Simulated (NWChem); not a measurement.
# CsCl; SMILES [Cl][Cs]

Results from NWChem. def2 effective core potentials on Cs; no spin-orbit coupling. The level has its own optimisation.

Q: Predict the results for PBE/def2-SVP (core potentials). Quantities: r Cl–Cs (Å); dipole (D).

A: 
```
Quantity     Result
-----------  ------
r Cl–Cs (Å)   2.940
dipole (D)     9.42
```
